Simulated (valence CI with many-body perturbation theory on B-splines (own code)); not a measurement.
**In⁴³⁺: key properties**

Calculated by configuration interaction combined with many-body perturbation theory (CI+MBPT): four valence electrons over a frozen Dirac-Fock core [He], a basis of 9 s, 9 p, 8 d, 6 f, 3 g, 1 h functions for each j, with the one-electron correlation potential Σ1, the two-electron term Σ2, the three-electron term Σ3, Breit, model QED; selected CI, second order for the rest, scaled by the run's own slope (own B-spline code, finite nucleus).

The last digits are not significant, and no measured levels were compared; by estimate large intervals hold to a few tenths of a per cent, small ones and those within an open d or f shell to about a per cent. Among the levels kept, up to 300 cm⁻¹ of a level comes from second order outside the variational space, and about a tenth of that is noise between levels of different J, which matters for small intervals.

Levels are named by their leading jj configuration (3d3/2^4 stands for four electrons in 3d with j = 3/2), which in mixed levels can hold well under half, so a name can repeat and another be missing.

Rates and lifetimes use the calculated energies. Strong lines usually hold to 10 to 20 %, long lifetimes can be off by a factor of two.

(1) What is the ground level?

(2) Where does the other parity begin?

(3) Name the longest-lived excited levels whose lifetime is computed, and their main decay.

(4) Among levels below 4410.8 eV, which E1 lines absorb most strongly from the ground level?

(5) What are the static dipole polarisabilities of the lowest levels?

(6) What is the ionisation energy?

(7) How well does LS coupling describe the low levels?

Results:

(1) (2s^2 2p1/2^2) J=0, composition 72 % 2s2 2p2 3P + 28 % 2s2 2p2 1S.

(2) At (2s 2p1/2^2 2p3/2) J=2, 373.4 eV.

(3) (2s^2 2p1/2 2p3/2) J=2 at 227.2 eV lives 14.8 μs, mostly by E2 to (2s^2 2p1/2^2) J=0; (2s^2 2p1/2 2p3/2) J=1 at 212.7 eV lives 15.5 ns, mostly by M1 to (2s^2 2p1/2^2) J=0.

(4) to (2s^2 2p1/2 3d3/2) J=1 at 0.2932 nm, f = 1.48; to (2s 2p1/2^2 3p3/2) J=1 at 0.2869 nm, f = 0.390; to (2s 2p1/2^2 2p3/2) J=1 at 2.893 nm, f = 0.149.

(5) (2s^2 2p1/2^2) J=0 0.000712 bohr³, of which the core gives 1.40e-06.

(6) 7208.5 eV; NIST lists 7196 ± 8 eV (semi-empirical).

(7) Among the lowest 20 levels the leading LS term, summed over configurations, holds 65 % on average. For single configurations the figures are 65 % in LS and 98 % in jj coupling. Terms mix most in the J = 1 level at 650.9 eV, where the leading one holds 39 %.
